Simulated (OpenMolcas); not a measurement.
Sm2+: CASPT2 settings compared

```
Program             : OpenMolcas 26.06
Basis               : ANO-RCC-VDZP [7s6p4d2f1g]
Scalar Hamiltonian  : DKH2, point nucleus
Active space        : 6 electrons in 7 orbitals (4f)
State averaging     : 2S+1 = 7 even, 7 roots; 2S+1 = 5 even, 140 roots (62 in the spin-orbit step); 2S+1 = 3 even, 3 roots kept (CI in the orbitals of an earlier block, 0 in the spin-orbit step)
Spin-orbit coupling : state interaction with AMFI integrals over the reference wave functions, term energies averaged over their components
```

Methods on the same reference wave functions:
A. CASSCF
B. SS-CASPT2, IPEA 0.2 Eh, imaginary shift 0.3 Eh (closed shells correlated: 5s 5p)
C. SS-CASPT2, IPEA 0 Eh, sigma2 regulariser 0.2 Eh (closed shells correlated: 5s 5p)
D. SS-CASPT2, IPEA 0.35 Eh, sigma1 regulariser 0.3 Eh (closed shells correlated: 5s 5p)

Energies in cm⁻¹ above 4f⁶ ⁷F₀, the measured ground level; measured values from Martin, Zalubas and Hagan, Atomic Energy Levels: The Rare-Earth Elements, NSRDS-NBS 60 (1978).

```json
{"Level": "4f⁶ ⁷F₀", "A": "0.0", "B": "0.0", "C": "0.0", "D": "0.0", "Measured": "0.0"}
{"Level": "4f⁶ ⁷F₁", "A": "264", "B": "294", "C": "298", "D": "289", "Measured": "293"}
{"Level": "4f⁶ ⁷F₂", "A": "762", "B": "836", "C": "848", "D": "825", "Measured": "814"}
{"Level": "4f⁶ ⁷F₃", "A": "1442", "B": "1557", "C": "1574", "D": "1540", "Measured": "1493"}
{"Level": "4f⁶ ⁷F₄", "A": "2256", "B": "2390", "C": "2410", "D": "2370", "Measured": "2278"}
{"Level": "4f⁶ ⁷F₅", "A": "3169", "B": "3290", "C": "3310", "D": "3280", "Measured": "3132"}
{"Level": "4f⁶ ⁷F₆", "A": "4175", "B": "4270", "C": "4280", "D": "4260", "Measured": "4027"}
{"Level": "4f⁶ ⁵D₀", "A": "20393", "B": "16360", "C": "15900", "D": "16830", "Measured": ""}
{"Level": "4f⁶ ⁵D₁", "A": "21077", "B": "17000", "C": "16540", "D": "17490", "Measured": ""}
{"Level": "4f⁶ ⁵D₂", "A": "22488", "B": "18350", "C": "17880", "D": "18850", "Measured": ""}
{"Level": "4f⁶ ⁵D₃", "A": "24704", "B": "20510", "C": "20020", "D": "21010", "Measured": ""}
{"Level": "4f⁶ ⁵L₆", "A": "26529", "B": "24860", "C": "24200", "D": "25380", "Measured": ""}
{"Level": "4f⁶ ⁵L₇", "A": "27020", "B": "25350", "C": "24690", "D": "25880", "Measured": ""}
{"Level": "4f⁶ ⁵L₈", "A": "27582", "B": "25910", "C": "25250", "D": "26440", "Measured": ""}
{"Level": "4f⁶ ⁵D₄", "A": "27819", "B": "23590", "C": "23090", "D": "24100", "Measured": ""}
{"Level": "4f⁶ ⁵G₃", "A": "28201", "B": "24500", "C": "23730", "D": "25060", "Measured": ""}
{"Level": "4f⁶ ⁵G₄", "A": "28205", "B": "24540", "C": "23780", "D": "25100", "Measured": ""}
{"Level": "4f⁶ ⁵L₉", "A": "28214", "B": "26540", "C": "25880", "D": "27070", "Measured": ""}
{"Level": "4f⁶ ⁵G₂", "A": "28359", "B": "24610", "C": "23830", "D": "25170", "Measured": ""}
{"Level": "4f⁶ ⁵G₅", "A": "28446", "B": "24830", "C": "24080", "D": "25390", "Measured": ""}
{"Level": "4f⁶ ⁵L₁₀", "A": "28916", "B": "27250", "C": "26590", "D": "27770", "Measured": ""}
{"Level": "4f⁶ ⁵G₆", "A": "29142", "B": "25570", "C": "24830", "D": "26120", "Measured": ""}
```

Deviations, from unrounded energies. A percentage is the sum of absolute deviations over the sum of measured energies, with the sign that they share, or ± where signs differ.

| Against measurement | Levels | A | B | C | D |
| --- | --- | --- | --- | --- | --- |
| mean absolute deviation (cm-1) | 6 | 56 | 100 | 110 | 89 |
| fine structure of the ground term (%) | 6 | ±2.8 | +5.0 | +5.6 | ±4.4 |

A lies closest to measurement on these levels and C furthest from it. The largest miss of A in the table is 4f⁶ ⁷F₆, by +150 cm-1. The ranking rests on the paired levels alone, and a cruder setting can come out closer through cancelling errors.

Among B to D the level of the table that moves most is 4f⁶ ⁵G₂, by 1300 cm-1 (lowest in C, highest in D). Moves below CASPT2's spread within the term are not significant.

The mean deviations of B to D differ by less than CASPT2's widest spread within a term (160 cm-1), so their order carries little weight.

From A to B the spin-free energies of the other terms of 4f⁶ shown, above ⁷F, scale by factors of 0.80 to 0.92, as is usual when dynamic correlation screens the repulsion within a d or f shell.

The lowest spin-free term lies below A's lowest term by 0.409 hartree in B, 0.421 hartree in C, 0.402 hartree in D.

CASPT2 breaks the degeneracy within a term, and the mean is taken; among the terms shown or strongly mixed into the levels shown the widest spread is 160 cm-1 (4f⁶ ⁵L, D). High states are left out of the spin-orbit mixing, which shifts the levels that they would mix with. Without dynamic correlation excited terms often stand tens of per cent too high (terms of higher spin than the ground term too low), and those without a measured partner can miss by more than the paired ones (holds for A). Measured partners are found by configuration, term and J. A level has none where our copy of the source lacks it or the pairing is in doubt (some pairs that miss far off the trend of their configuration count as doubtful), and it then counts in no deviation. Only configurations of the active space appear. Levels that lie high or do not pair safely by name in every column are left out.
